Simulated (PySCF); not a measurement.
Species: C4H4BFO.
SMILES with atom numbers: `[F:1][BH:2][c:3]1[cH:4][cH:5][o:6][cH:7]1` (hydrogens: H8 on B2; H9 on C4; H10 on C5; H11 on C7)

Method: PySCF 2.14.0, PBE0-D3(BJ)/def2-SVP geometry optimisation, gas phase; density fitting, grid level 1; the optimiser is geomeTRIC in internal coordinates, started from a GFN2-xTB structure with every atom displaced at random (about 0.01 Å).

Step 1: E = -9636.4936 eV
```
atom  x, y, z in Å  |  force x, y, z in eV/Å
F1     -2.8426    1.2644    0.8508    0.220  -0.238  -0.073
B2     -2.0748    0.1958    0.6174   -0.194   0.067   0.028
C3     -0.5458    0.3243    0.6947   -0.199   0.051   0.001
C4      0.4568   -0.6930    0.5150    0.368   0.101   0.037
C5      1.6643   -0.0796    0.6760   -0.294  -0.070  -0.010
O6      1.4816    1.2393    0.9397   -0.049  -0.007   0.005
C7      0.1647    1.4731    0.9511    0.207  -0.034   0.014
H8     -2.6401   -0.8486    0.3499    0.049   0.134   0.040
H9      0.2936   -1.7469    0.3005   -0.032  -0.004  -0.014
H10     2.6963   -0.4204    0.6431   -0.028   0.004  -0.011
H11    -0.1347    2.4980    1.1584   -0.048  -0.003  -0.017
```

Step 2: E = -9636.4961 eV
```
atom  x, y, z in Å  |  force x, y, z in eV/Å
F1     -2.8092    1.2771    0.8395   -0.038  -0.133  -0.034
B2     -2.0749    0.1884    0.6187    0.003   0.170   0.015
C3     -0.5484    0.3171    0.6969    0.025  -0.056  -0.015
C4      0.4614   -0.6949    0.5160    0.114   0.047   0.011
C5      1.6604   -0.0758    0.6777    0.020  -0.089  -0.008
O6      1.4782    1.2415    0.9447   -0.102  -0.032  -0.020
C7      0.1615    1.4672    0.9537    0.010   0.055   0.031
H8     -2.6554   -0.8434    0.3597   -0.001   0.039   0.026
H9      0.3009   -1.7481    0.2944   -0.010   0.005   0.000
H10     2.6927   -0.4126    0.6383    0.003  -0.007  -0.002
H11    -0.1478    2.4901    1.1569   -0.025   0.000  -0.003
```

**Question.** Estimate the geometry and energy of step 3. (The exact step hangs on the optimiser's Hessian estimate; all steps are aligned on step 2, rigid shifts and turns removed.)

**Answer.** E = -9636.4971 eV, largest force 0.206 eV/Å
```
atom  x, y, z in Å  |  force x, y, z in eV/Å
F1     -2.8295    1.2687    0.8238    0.010   0.083   0.020
B2     -2.0739    0.1962    0.6203   -0.001  -0.044  -0.027
C3     -0.5476    0.3184    0.6989    0.084   0.053   0.013
C4      0.4655   -0.6925    0.5169   -0.158  -0.127  -0.040
C5      1.6632   -0.0794    0.6779    0.060   0.040   0.006
O6      1.4791    1.2374    0.9466    0.014   0.083   0.015
C7      0.1641    1.4668    0.9575   -0.012   0.000   0.002
H8     -2.6478   -0.8371    0.3725   -0.024  -0.089  -0.008
H9      0.3007   -1.7439    0.2897    0.000  -0.001   0.008
H10     2.6945   -0.4175    0.6332    0.014   0.000   0.007
H11    -0.1487    2.4894    1.1590    0.014   0.001   0.005
```

The energy changes by -0.0009 eV. The first-order estimate −F·Δx gives -0.0054 eV and the mean of the old and new forces, exact on a quadratic surface, -0.0009 eV. The step makes an angle of 60° with the force vector and moves no atom by more than 0.027 Å.

What follows is the cost of the whole optimisation. Time: 39 s wall; peak memory 0.50 GiB. Hardware: one thread, Arm Neoverse V1 (aarch64), shared host with 32 logical CPUs at a one-minute load of 26.
